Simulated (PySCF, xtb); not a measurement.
BFBr₂, SMILES FB(Br)Br.

Harmonic wavenumbers (cm⁻¹) from GFN2-xTB (xtb 6.7.1) at its own minimum, in rising order: 158, 277, 384, 406, 807, 1231.

Task: What does B3LYP-D3(BJ)/def2-SVP run with PySCF give at its own minimum? (An estimate is asked for; the answer gives what the named calculation found.)

Result: 170, 305, 419, 470, 874, 1329. Paired by order, the mean absolute difference is 50 cm⁻¹ and the zero-point energies are 4.7 and 5.1 kcal/mol.
